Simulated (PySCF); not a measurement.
## C₆ coefficients of unlike pairs at UHF

Calculated with PySCF 2.14 from the dipole response of each species, C₆(A,B) = (3/π) ∫ α_A(iu) α_B(iu) du, in atomic units, from isotropic polarisabilities. For ions this is the dispersion term alone; charge-induced terms of lower order in 1/R come first.

```tsv
species	configuration	basis	relativity	α (bohr³)	C₆ (like pair)
F²⁺	[He] 2s2 2p3 (4S)	aug-cc-pVDZ (4s3p2d)	none	1.283	1.587
S²⁺	[Ne] 3s2 3p2 (3P)	aug-cc-pVTZ-DK (6s5p3d2f)	spin-free X2C	7.416	27.00
Zn	[Ar] 3d10 4s2 (1S)	aug-cc-pVTZ-PP with one added diffuse shell each of s, p, d, f, g type with ECP10MDF (7s7p6d4f3g)	core potential	50.80	401.5
Te⁺	[Kr] 4d10 5s2 5p3 (4S)	def2-TZVPPD with the def2 core potential (28 electrons) (7s6p4d2f)	core potential	22.28	189.8
```

**Question.** Estimate C₆ for Zn with F²⁺.

**Answer.** The integral gives 18.54. The combination rule 2 C_A C_B / (C_A α_B/α_A + C_B α_A/α_B) gives 17.46 and the geometric mean 25.25.

No spin-orbit coupling is included.

The other pairs:

```
    pair     C₆
 Te⁺, Zn  255.0
Te⁺, S²⁺  71.14
 Zn, S²⁺  91.89
Te⁺, F²⁺  15.78
S²⁺, F²⁺  6.089
```
